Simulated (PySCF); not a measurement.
# Running PySCF for Pb²⁺

Input:

```python
from pyscf import gto, dft

mol = gto.M(
    atom='Pb 0 0 0',
    basis='def2-svpd',
    ecp={'Pb': 'def2-svpd'},
    charge=2,
    spin=0,
    verbose=4,
)
mf = dft.RKS(mol, xc='lda,vwn')
mf.kernel()
mf.mulliken_pop()
mf.dip_moment()
print('orbital energies (hartree):', mf.mo_energy[..., max(0, mol.nelec[1]-3):mol.nelec[0]+3].round(4))
```

```bash
$ OMP_NUM_THREADS=1 python input.py
```

It prints (some set-up lines and the per-cycle HOMO/LUMO lines with their warnings removed):

```
PySCF version 2.14.0

[INPUT] verbose = 4
[INPUT] num. atoms = 1
[INPUT] num. electrons = 20
[INPUT] charge = 2
[INPUT] spin (= nelec alpha-beta = 2S) = 0
[INPUT] symmetry False subgroup None
[INPUT] Mole.unit = angstrom
[INPUT] Symbol           X                Y                Z      unit          X                Y                Z       unit  Magmom
[INPUT]  1 Pb     0.000000000000   0.000000000000   0.000000000000 AA    0.000000000000   0.000000000000   0.000000000000 Bohr   0.0

nuclear repulsion = 0
number of shells = 12
number of NR pGTOs = 67
number of NR cGTOs = 32
basis = def2-svpd
ecp = {'Pb': 'def2-svpd'}

******** <class 'pyscf.dft.rks.RKS'> ********
method = RKS
initial guess = minao
damping factor = 0
level_shift factor = 0
DIIS = <class 'pyscf.scf.diis.CDIIS'>
diis_start_cycle = 1
diis_space = 8
diis_damp = 0
SCF conv_tol = 1e-09
SCF conv_tol_grad = None
SCF max_cycles = 50
direct_scf = True
direct_scf_tol = 1e-13
XC library pyscf.dft.libxc version 7.0.0
    S. Lehtola, C. Steigemann, M. J.T. Oliveira, and M. A.L. Marques.,  SoftwareX 7, 1–5 (2018)
XC functionals = lda,vwn
    P. A. M. Dirac.,  Math. Proc. Cambridge Philos. Soc. 26, 376 (1930)
    F. Bloch.,  Z. Phys. 57, 545 (1929)
    S. H. Vosko, L. Wilk, and M. Nusair.,  Can. J. Phys. 58, 1200 (1980)
radial grids:
    Treutler-Ahlrichs [JCP 102, 346 (1995); DOI:10.1063/1.469408] (M4) radial grids

becke partition: Becke, JCP 88, 2547 (1988); DOI:10.1063/1.454033
pruning grids: <function nwchem_prune>
grids dens level: 3
symmetrized grids: False
atomic radii adjust function: <function treutler_atomic_radii_adjust>
small_rho_cutoff = 0
Set gradient conv threshold to 3.16228e-05
Initial guess from minao.
tot grids = 23232
init E= -168.959707021055
cycle= 1 E= -191.482931504193  delta_E= -22.5  |g|= 1.44  |ddm|= 13.3
cycle= 2 E= -191.697783009436  delta_E= -0.215  |g|= 0.73  |ddm|= 4.19
cycle= 3 E= -191.788095910148  delta_E= -0.0903  |g|= 0.053  |ddm|= 1.25
cycle= 4 E= -191.788709771784  delta_E= -0.000614  |g|= 0.000834  |ddm|= 0.139
cycle= 5 E= -191.78870988566  delta_E= -1.14e-07  |g|= 1.05e-05  |ddm|= 0.00069
cycle= 6 E= -191.788709885688  delta_E= -2.79e-11  |g|= 9.37e-08  |ddm|= 5.62e-05
Extra cycle  E= -191.788709885688  delta_E= 3.13e-13  |g|= 2.42e-08  |ddm|= 5.59e-07
converged SCF energy = -191.788709885688
 ** Mulliken pop  **
pop of  0 Pb 5s           3.01088
pop of  0 Pb 6s          -0.93650
pop of  0 Pb 7s           1.71139
pop of  0 Pb 8s           0.20650
pop of  0 Pb 9s           0.00774
pop of  0 Pb 5px          1.13488
pop of  0 Pb 5py          1.13488
pop of  0 Pb 5pz          1.13488
pop of  0 Pb 6px          0.86620
pop of  0 Pb 6py          0.86620
pop of  0 Pb 6pz          0.86620
pop of  0 Pb 7px         -0.00154
[20 lines left out]
 ** Mulliken atomic charges  **
charge of    0Pb =      2.00000

WARN: System has nonzero charge 2; the dipole moment is origin-dependent.
Location of origin: [0. 0. 0.]

Dipole moment(X, Y, Z, Debye): -0.00000, -0.00000,  0.00000
orbital energies (hartree): [-1.3891 -1.3891 -1.0221 -0.6427 -0.6427 -0.6427]
```

In short: E(SCF) = -191.788710 Eh, 6 cycles.

Hardware: Intel Xeon 6975P-C, 1 thread, shared host. Wall time 0.58 s.
